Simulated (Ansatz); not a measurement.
Task: Name a neutral molecule of Cl, F, N, Si and H with size of the dipole moment (PBE/def2-TZVPP) between 2.05 and 2.35 D and HOMO energy (ωB97M-V/def2-TZVPP) between -11.15 and -10.85 eV (Ansatz, PBE0-D4/def2-TZVP geometry).

Result: `F[SiH2]N[SiH2]Cl` (2.25 D, -10.94 eV). Other molecules can fit too; these were computed, each in one conformer that needn't be the lowest.
